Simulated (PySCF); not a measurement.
Point-charge models of `C=C[C@@](C)(N)C[SiH2]SC` against its computed dipole.

Coordinates (GFN2-xTB, Å) and charges (e) from the PBE0/pcSseg-1 density (PySCF):

```json
{"atom": "C1", "x": "-1.956", "y": "1.422", "z": "1.300", "Mulliken": "-0.1115", "IAO": "-0.3256", "Hirshfeld": "-0.0978", "ESP-fitted": "-0.4858"}
{"atom": "C2", "x": "-1.751", "y": "0.979", "z": "0.075", "Mulliken": "-0.1237", "IAO": "-0.1407", "Hirshfeld": "-0.0356", "ESP-fitted": "-0.0823"}
{"atom": "C3", "x": "-1.442", "y": "-0.434", "z": "-0.344", "Mulliken": "-0.3874", "IAO": "+0.1478", "Hirshfeld": "+0.0622", "ESP-fitted": "+0.5289"}
{"atom": "C4", "x": "-1.544", "y": "-1.438", "z": "0.810", "Mulliken": "-0.1306", "IAO": "-0.4326", "Hirshfeld": "-0.1277", "ESP-fitted": "-0.5784"}
{"atom": "N5", "x": "-2.386", "y": "-0.747", "z": "-1.421", "Mulliken": "-0.3642", "IAO": "-0.5764", "Hirshfeld": "-0.2293", "ESP-fitted": "-1.0411"}
{"atom": "C6", "x": "-0.038", "y": "-0.467", "z": "-0.963", "Mulliken": "-0.4094", "IAO": "-0.5364", "Hirshfeld": "-0.1583", "ESP-fitted": "-0.4264"}
{"atom": "Si7", "x": "1.331", "y": "0.216", "z": "0.141", "Mulliken": "+0.6199", "IAO": "+0.6856", "Hirshfeld": "+0.3016", "ESP-fitted": "+0.2543"}
{"atom": "S8", "x": "3.134", "y": "0.030", "z": "-1.011", "Mulliken": "-0.3299", "IAO": "-0.1940", "Hirshfeld": "-0.1171", "ESP-fitted": "-0.2897"}
{"atom": "C9", "x": "4.312", "y": "0.731", "z": "0.181", "Mulliken": "-0.3949", "IAO": "-0.4992", "Hirshfeld": "-0.1173", "ESP-fitted": "-0.3477"}
{"atom": "H10", "x": "-2.173", "y": "2.460", "z": "1.489", "Mulliken": "+0.1200", "IAO": "+0.1554", "Hirshfeld": "+0.0487", "ESP-fitted": "+0.1873"}
{"atom": "H11", "x": "-1.916", "y": "0.787", "z": "2.168", "Mulliken": "+0.1141", "IAO": "+0.1436", "Hirshfeld": "+0.0444", "ESP-fitted": "+0.2007"}
{"atom": "H12", "x": "-1.812", "y": "1.656", "z": "-0.765", "Mulliken": "+0.0998", "IAO": "+0.1525", "Hirshfeld": "+0.0456", "ESP-fitted": "+0.1377"}
{"atom": "H13", "x": "-1.327", "y": "-2.441", "z": "0.445", "Mulliken": "+0.1095", "IAO": "+0.1382", "Hirshfeld": "+0.0397", "ESP-fitted": "+0.1483"}
{"atom": "H14", "x": "-0.837", "y": "-1.201", "z": "1.599", "Mulliken": "+0.1096", "IAO": "+0.1354", "Hirshfeld": "+0.0353", "ESP-fitted": "+0.1471"}
{"atom": "H15", "x": "-2.550", "y": "-1.435", "z": "1.227", "Mulliken": "+0.1124", "IAO": "+0.1392", "Hirshfeld": "+0.0371", "ESP-fitted": "+0.1486"}
{"atom": "H16", "x": "-3.339", "y": "-0.710", "z": "-1.077", "Mulliken": "+0.1703", "IAO": "+0.2411", "Hirshfeld": "+0.1046", "ESP-fitted": "+0.3919"}
{"atom": "H17", "x": "-2.218", "y": "-1.682", "z": "-1.777", "Mulliken": "+0.1674", "IAO": "+0.2377", "Hirshfeld": "+0.1066", "ESP-fitted": "+0.3798"}
{"atom": "H18", "x": "0.196", "y": "-1.495", "z": "-1.252", "Mulliken": "+0.1413", "IAO": "+0.1472", "Hirshfeld": "+0.0416", "ESP-fitted": "+0.1729"}
{"atom": "H19", "x": "-0.072", "y": "0.108", "z": "-1.891", "Mulliken": "+0.1586", "IAO": "+0.1644", "Hirshfeld": "+0.0422", "ESP-fitted": "+0.1723"}
{"atom": "H20", "x": "1.556", "y": "-0.542", "z": "1.376", "Mulliken": "-0.0751", "IAO": "-0.1356", "Hirshfeld": "-0.0830", "ESP-fitted": "-0.0396"}
{"atom": "H21", "x": "1.179", "y": "1.630", "z": "0.481", "Mulliken": "-0.0556", "IAO": "-0.1251", "Hirshfeld": "-0.0836", "ESP-fitted": "-0.0337"}
{"atom": "H22", "x": "4.023", "y": "1.748", "z": "0.424", "Mulliken": "+0.1506", "IAO": "+0.1538", "Hirshfeld": "+0.0443", "ESP-fitted": "+0.1344"}
{"atom": "H23", "x": "5.287", "y": "0.724", "z": "-0.295", "Mulliken": "+0.1588", "IAO": "+0.1702", "Hirshfeld": "+0.0519", "ESP-fitted": "+0.1866"}
{"atom": "H24", "x": "4.331", "y": "0.119", "z": "1.077", "Mulliken": "+0.1500", "IAO": "+0.1536", "Hirshfeld": "+0.0437", "ESP-fitted": "+0.1338"}
```

Q: What dipole does each set of charges give (1 e·Å = 4.803 D), and what does the density give?

A: The full density gives (-1.08, -0.53, 1.88) D, 2.23 D in size; dipole vectors point from the negative to the positive end.

```csv
scheme,μx,μy,μz,size (D),share of the full size (%),angle to the full dipole (°)
Mulliken,-0.13,0.55,4.50,4.54,204,35
IAO,-0.70,-0.14,1.61,1.76,79,11
Hirshfeld,-0.84,-0.20,0.38,0.94,42,35
ESP-fitted,-1.00,-0.53,1.90,2.22,99,2
```

Q: Which set comes closest?

A: Length of the difference vector: ESP-fitted 0.08 D, IAO 0.61 D, Hirshfeld 1.55 D, Mulliken 2.99 D. Closest: ESP-fitted. ESP charges are fitted to the potential around the molecule, whose slowest-falling term is the dipole's. The schemes that divide the density aren't constrained to reproduce the dipole.

Q: What is left for the Hirshfeld atoms' own dipoles?

A: The shares of the density sum to the whole, so what Σ q r misses lies in dipoles about the nuclei. The atomic dipoles sum to (-1.08, -0.53, 1.88) − (-0.84, -0.20, 0.38) = (-0.24, -0.33, 1.50) D, 1.55 D in size.

Q: With the origin at the mean of the coordinates, (0.000, 0.001, 0.083) Å, which are the largest single terms, by size, of the Mulliken dipole along the direction of the full one?

A: C9 +4.14, S8 +3.88, H23 -2.33, Si7 -1.93, H22 -1.50 D; all 24 atoms together +3.72 D. The single terms depend on the origin, their sum doesn't.

Q: Give the size of the full dipole in other units.

A: 2.23 D = 0.877 au = 0.464 e·Å = 7.43 × 10⁻³⁰ C·m.

The structure is a single GFN2-xTB conformer in the gas phase; no vibrational or solvent corrections.
